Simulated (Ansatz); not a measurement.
Born–Oppenheimer molecular dynamics of CH9AlOSSi (14 atoms, charge 0, multiplicity 1). It starts from a rough guess of a transition structure, not a stationary point.

Computed with UKS PBE0-D4/6-31G (Ansatz).

```json
{"ensemble": "NVE (velocity Verlet)", "time step": "0.5 fs", "steps asked": "150", "starting velocities drawn for": "300 K", "seed": "642962"}
```

First frame:

```xyz
14
Properties=species:S:1:pos:R:3
Al -0.046 0.393 -0.541
S 2.325 1.451 -0.072
O -0.284 -0.651 0.742
Si -0.478 -1.666 2.010
C -0.596 0.286 -2.435
H 0.695 2.110 0.305
H -0.284 2.172 0.350
H 2.349 0.846 1.110
H 0.686 -1.476 2.877
H -1.724 -1.270 2.662
H -0.537 -3.017 1.454
H -1.306 1.076 -2.684
H 0.263 0.416 -3.098
H -1.064 -0.671 -2.679
```

Question: How far do the bonds stretch over the last three quarters of this one trajectory? (Pairs bonded in most of those frames.)

Answer: 
```json
{"bond": "Al1–S2", "mean (Å)": "2.250", "spread (Å)": "0.115", "shortest": "2.10", "longest": "2.51"}
{"bond": "Al1–O3", "mean (Å)": "1.726", "spread (Å)": "0.074", "shortest": "1.65", "longest": "1.84"}
{"bond": "Al1–C5", "mean (Å)": "1.938", "spread (Å)": "0.035", "shortest": "1.87", "longest": "2.02"}
{"bond": "S2–H8", "mean (Å)": "1.386", "spread (Å)": "0.050", "shortest": "1.31", "longest": "1.45"}
{"bond": "O3–Si4", "mean (Å)": "1.703", "spread (Å)": "0.063", "shortest": "1.59", "longest": "1.77"}
{"bond": "Si4–H9", "mean (Å)": "1.517", "spread (Å)": "0.039", "shortest": "1.46", "longest": "1.57"}
{"bond": "Si4–H10", "mean (Å)": "1.511", "spread (Å)": "0.035", "shortest": "1.45", "longest": "1.56"}
{"bond": "Si4–H11", "mean (Å)": "1.513", "spread (Å)": "0.039", "shortest": "1.45", "longest": "1.57"}
{"bond": "C5–H12", "mean (Å)": "1.098", "spread (Å)": "0.016", "shortest": "1.07", "longest": "1.13"}
{"bond": "C5–H13", "mean (Å)": "1.098", "spread (Å)": "0.020", "shortest": "1.07", "longest": "1.13"}
{"bond": "C5–H14", "mean (Å)": "1.097", "spread (Å)": "0.009", "shortest": "1.07", "longest": "1.12"}
{"bond": "H6–H7", "mean (Å)": "0.754", "spread (Å)": "0.039", "shortest": "0.69", "longest": "0.82"}
```

Mean temperature of the second half: 921 K. The conserved energy stayed within 0.16 meV per atom of its start (net change 0.019 meV per atom), so the integration is sound. The kinetic energy rose, since the run started high on the potential surface and went downhill. It ends in pieces (CH7AlOSSi + H2), so much of that is their flight and rotation, not heat. A run of 0.075 ps of so small a system gives no equilibrium averages. The orbitals were unrestricted but ended closed-shell. Limits of this set-up: no polarisation functions.

Time of the run: 19 min on 2 threads of Arm Neoverse N1, on a shared host, peak memory 0.27 GiB.
